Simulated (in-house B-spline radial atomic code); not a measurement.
Al2+ is squeezed into an impenetrable sphere of radius R (the orbitals vanish at R). No spin polarisation. All numbers are computed (scalar-relativistic (X2C) PBE, spherical fractional occupations; Fermi nucleus of rms radius 3.061 fm) with an all-electron radial atomic-structure program (B-spline basis), not measured.

Energies in eV above the free ion in [Ne] 3s1:

| R (bohr) | highest level (eV) | [Ne] 3s1 | [He] 2s1 2p6 3s1 3d1 | [Ne] 3d1 |
| --- | --- | --- | --- | --- |
| 7.27 | -23.7 | 0.00219 | 128 | 14.51 |
| 5.88 | -23.7 | 0.03997 | 128.3 | 15.08 |
| 5.28 | -23.5 | 0.1296 | 128.7 | 15.71 |
| 4.16 | -22.3 | 1.012 | 131.3 | 18.59 |
| 3.43 | -19.2 | 3.583 | 137 | 23.32 |
| 3.28 | -18 | 4.635 | 139.1 | 24.85 |
| 2.62 | -6.98 | 14.7 | 157.6 | 36.15 |
| 2.05 | 22.2 | 44.2 | 204.4 | 60.36 |
| 1.67 | 74.4 | 104.9 | 289.6 | 103.2 |
| 1.35 | 179 | 249.2 | 472.7 | 202.2 |

Q: Does [He] 2s1 2p6 3s1 3d1 fall below [Ne] 3s1 under compression?

A: No, it stays above over the whole range.

Q: Does [Ne] 3d1 fall below [Ne] 3s1 under compression?

A: Yes, between R = 2.05 and 1.67 bohr the order changes (near 1.71 bohr by linear interpolation).

The highest level is first positive in the row R = 2.05 bohr, pushed up by confinement above the zero of the free ion's potential. Each configuration is held fixed and needn't be the lowest in the sphere.
